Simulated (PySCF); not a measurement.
```xyz
10

C     -1.7372    -0.2027     0.1929
Al     0.0096     0.5956    -0.1210
C      1.7111    -0.3481    -0.0833
Cl     0.0845     2.6750    -0.5381
H     -1.8495    -1.1392    -0.3607
H     -2.5552     0.4628    -0.0857
H     -1.8572    -0.4506     1.2526
H      2.1504    -0.3847    -1.0847
H      2.4337     0.1671     0.5545
H      1.6098    -1.3753     0.2734
```

Charge 0, multiplicity 1.

Task: Give the Mulliken and meta-Löwdin atomic charges from ωB97X-D3(BJ)/def2-TZVP // B3LYP-D3(BJ)/def2-TZVP (PySCF).

Result: 
```
atom  Mulliken (e)  meta-Löwdin (e)
----  ------------  ---------------
C1           -0.59            -0.66
Al2           0.65             0.92
C3           -0.59            -0.66
Cl4          -0.29            -0.37
H5            0.13             0.13
H6            0.14             0.13
H7            0.13             0.13
H8            0.13             0.13
H9            0.14             0.13
H10           0.13             0.12
```
